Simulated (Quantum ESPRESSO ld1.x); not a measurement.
Problem. The table gives one normalised radial function P(r) = r R(r) of Co18+ in [He] 2s2 2p5 (r in bohr). Calculated with ld1.x of Quantum ESPRESSO 7.5: scalar-relativistic Kohn-Sham, relativistic LDA (MacDonald-Vosko exchange, VWN5 correlation), spin-unpolarised, spherical densities, point nucleus.

r,P
0.002252,0.6175
0.002751,0.7412
0.003333,0.8808
0.004039,1.0432
0.004894,1.2306
0.005977,1.4541
0.007242,1.6965
0.008775,1.9651
0.01072,2.2692
0.01299,2.5773
0.01574,2.8900
0.01907,3.1908
0.02329,3.4676
0.02822,3.6698
0.03419,3.7784
0.04176,3.7595
0.0506,3.5907
0.06131,3.2666
0.07429,2.8023
0.09073,2.2152
0.1099,1.6196
0.1332,1.0678
0.1627,0.6058
0.1971,0.3014
0.2389,0.1249
0.2894,0.0416
0.3535,0.0100
0.4283,0.0018
0.519,0.0002
0.6339,0.0000
0.7681,0.0000

Which n and l does it have? It may be an empty orbital.

Solution. n = 1, l = 0: the number of nodes gives n - l - 1 = 0, the rise at small r (about r^(l+1)) gives l, and the extent must fit the shell. The curve is that of 1s. 1s: eigenvalue -8307.4 eV, 0 radial nodes, <r> = 0.0563 bohr, 90 % of the charge inside 0.101 bohr.
